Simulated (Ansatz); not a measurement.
HBr, triplet, at the geometry of the source list (a higher spin typed on purpose: for a closed-shell molecule this is an excited state). Base run: Ansatz (an electronic-structure program) with B3LYP/cc-pVTZ.

Here is a job for Ansatz.
Ansatz 0.2 input:
```yaml
crystal:
  periodic: [false, false, false]
  atoms:
    - {symbol: Br, position_ang: [0.70040000, 0.00000000, 0.00000000]}
    - {symbol: H, position_ang: [-0.70040000, 0.00000000, 0.00000000]}
basis:
  gaussian:
    orbitals: cc-pVTZ
hamiltonian:
  xc: b3lyp
magnetization: {spin_polarized: true, initial_magnetization: 2}
```

The base run was repeated with changes; each row names its change, and settings that it needs were set with it.

```
change                                                                 basis functions       E (Eh)
---------------------------------------------------------------------  ---------------  -----------
base                                                                                57  -2574.59899
basis = jorge-DZP-DKH; relativity = spin-free X2C; nucleus = Gaussian               48  -2606.51136
basis = x2c-TZVPall; relativity = none                                              54  -2558.62320
basis = jorge-DZP-DKH; relativity = spin-free X2C                                   48  -2606.52992
basis = x2c-TZVPall; relativity = spin-free X2C                                     54  -2606.67847
basis = ANO-RCC-VDZP; relativity = none                                             32  -2552.69767
basis = x2c-TZVPall; relativity = spin-free X2C; nucleus = Gaussian                 54  -2606.66077
basis = ANO-RCC-VDZP; relativity = spin-free X2C                                    32  -2606.69085
basis = jorge-DZP-DKH; relativity = none                                            48  -2566.85978
basis = ANO-RCC-VDZP; relativity = spin-free X2C; nucleus = Gaussian                32  -2606.66944
```

Absolute energies of different levels of theory aren't comparable as measures of quality.

Ansatz warned in this series: the basis is contracted for relativity, which the run leaves out.

Basis sets contracted for a relativistic Hamiltonian are a mismatch without it, so the rows without relativity aren't non-relativistic limits. No row has spin-orbit coupling; sets with core potentials leave out the core electrons.
